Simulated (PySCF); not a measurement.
Problem. Give a PBE0-D3(BJ)/def2-SVP geometry of `BO[C@@H](C)CC1CCC1`.

Solution. 
```
atom  x, y, z in Å
B1    -3.0278   -1.7004   -0.1716
O2    -2.3217   -0.8715    0.6047
C3    -1.3019   -0.0106    0.1059
C4    -1.7522    1.4241    0.2957
C5    -0.0082   -0.3533    0.8311
C6     1.1987    0.4204    0.3431
C7     2.6052   -0.0230    0.7971
C8     3.1238    0.3205   -0.6115
C9     1.6719    0.2392   -1.1168
H10   -2.8110   -1.7566   -1.3668
H11   -3.8736   -2.3740    0.3701
H12   -1.1754   -0.2138   -0.9738
H13   -2.7087    1.5977   -0.2185
H14   -1.8899    1.6471    1.3648
H15   -1.0118    2.1252   -0.1156
H16    0.1769   -1.4329    0.6965
H17   -0.1580   -0.1944    1.9131
H18    1.0766    1.4958    0.5564
H19    2.6308   -1.1092    0.9820
H20    3.0560    0.4862    1.6625
H21    3.5102    1.3503   -0.6593
H22    3.8684   -0.3488   -1.0672
H23    1.4299   -0.7735   -1.4800
H24    1.3364    0.9663   -1.8723
```

Any rigid rotation of these coordinates is as good. Atoms count from 1 in this order. Of the pairs four or more bonds apart, H15···H18 is among the closest relative to their van der Waals radii: 2.28 Å, 95 % of the sum of Bondi's values. The 7 C–C bonds span 1.514 Å (C5–C6, drawn single) to 1.545 Å (C6–C9, drawn single), a spread of 0.031 Å. B1 (three-coordinate boron) is planar (angles 122.6°, 120.3° and 117.0°, sum 360.0°, 0.00 Å off the plane of its three neighbours). The 4-membered ring C6–C7–C8–C9 has internal angles of 88.0° to 88.5°; it is puckered, 0.13 Å rms from its mean plane, widest ring torsion 20°.

Bonds between heavy atoms (Å): B1–O2 1.337, O2–C3 1.425, C3–C4 1.516, C3–C5 1.522, C5–C6 1.514, C6–C7 1.543, C7–C8 1.540, C8–C9 1.539, C6–C9 1.545.

Computed, not measured: PBE0-D3(BJ)/def2-SVP geometry optimisation, gas phase in PySCF.

Point group: C1 (no symmetry element, even within 0.4 Å). PBE0-D3(BJ)/def2-SVP frequencies: not computed here. One conformer, not necessarily the lowest (H–B1–O2–C3 1° and -179°, B1–O2–C3–C4 115°, O2–C3–C5–C6 176°, C3–C5–C6–C7 -168°, C5–C6–C7–C8 142°, C6–C7–C8–C9 -20°, C7–C8–C9–C6 19°, C5–C6–C9–C8 -142°).
